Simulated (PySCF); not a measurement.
(3E)-penta-1,3-diene (C5H8), SMILES C/C=C/C=C. Coordinates come from a PBE-D3(BJ)/def2-SVP optimisation. One conformer was computed; it need not be the lowest.

Level of theory: PySCF with PBE-D3(BJ)/def2-SVP.

Harmonic wavenumbers (cm⁻¹): 138, 192, 210, 259, 439, 473, 628, 818, 876, 880, 944, 954, 1006, 1012, 1088, 1178, 1233, 1263, 1275, 1340, 1381, 1396, 1409, 1630, 1682, 2950, 3014, 3054, 3058, 3068, 3070, 3076, 3176. Rotational constants (GHz): 28.30, 2.126, 2.002; symmetry number 1.

Problem. Work out the zero-point energy and the ideal-gas rigid-rotor harmonic-oscillator thermochemistry at 298.15 K and 1 atm.

Solution. ZPE = ½ Σ hcν = ½ × 48170 cm⁻¹ = 68.86 kcal/mol. H − E(el) = 73.36 kcal/mol. Entropy in cal/(mol K): translation 38.57, rotation 25.39, vibration 11.93, total 75.89. G − E(el) = 50.74 kcal/mol. Cp = 23.81 cal/(mol K). Modes under 150 cm⁻¹ make the vibrational entropy uncertain.
